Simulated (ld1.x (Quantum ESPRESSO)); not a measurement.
## Scattering properties, TM potential for rubidium

```json
{"Element": "rubidium", "Generator": "ld1.x (Quantum ESPRESSO) 7.5", "Type": "norm-conserving Troullier–Martins (Kleinman–Bylander form)", "Functional": "Wu–Cohen", "Relativity": "scalar-relativistic", "Frozen core": "[Ar] 3d10", "Valence charge": "9", "Reference configuration": "4s2 4p6 5s1 5p0", "Partial waves": "4s (bound): rc 1.65 bohr; 4p (bound): rc 1.55 bohr; 4d channel at 0.45 Ry: rc 1.55 bohr", "Local potential": "the d channel", "Core correction": "none"}
```

Occupied shells without a wave of their own: 5s. They enter only through the test configuration that unscreens the potential.

The phase is arctan(r·u′/u) with u = r·R(r), unwrapped; energies in Ry, scanned from -4 to 5 Ry. A pole is an energy at which the radial function vanishes at the test radius. The pseudo phase is shifted by a multiple of π to meet the all-electron one at the reference energy, and phase errors are pseudo minus all-electron; the curves can meet again beyond the range given. Levels narrower than the energy grid can be missing from the lists of poles.

Problem. For each channel, where are the poles, and over which energies does the pseudopotential scatter like the atom?

Solution.

| channel | radius (bohr) | reference energy (Ry) | poles, all-electron | poles, pseudo | unbroken range about the reference energy with phases within 0.05 rad | phase error 1 Ry above the reference energy (rad) |
| --- | --- | --- | --- | --- | --- | --- |
| s | 1.79 | -2.35 | -0.12 | -0.07 | below 4.4 | +0.002 |
| p | 1.79 | -1.18 | 1.84 | 1.94 | the whole range | +0.002 |
| d | 1.79 | 0.45 | none | 4.79 | the whole range | -0.008 |

Phases in the d channel:

| E (Ry) | all-electron | pseudo |
| --- | --- | --- |
| -4.00 | 1.283 | 1.278 |
| -3.52 | 1.263 | 1.258 |
| -3.04 | 1.238 | 1.234 |
| -2.56 | 1.208 | 1.204 |
| -2.08 | 1.169 | 1.165 |
| -1.60 | 1.117 | 1.113 |
| -1.12 | 1.044 | 1.041 |
| -0.64 | 0.936 | 0.933 |
| -0.16 | 0.761 | 0.760 |
| 0.32 | 0.460 | 0.460 |
| 0.80 | -0.033 | -0.034 |
| 1.28 | -0.582 | -0.588 |
| 1.76 | -0.957 | -0.967 |
| 2.24 | -1.173 | -1.185 |
| 2.72 | -1.305 | -1.318 |
| 3.20 | -1.392 | -1.406 |
| 3.68 | -1.454 | -1.469 |
| 4.16 | -1.501 | -1.519 |
| 4.64 | -1.539 | -1.559 |
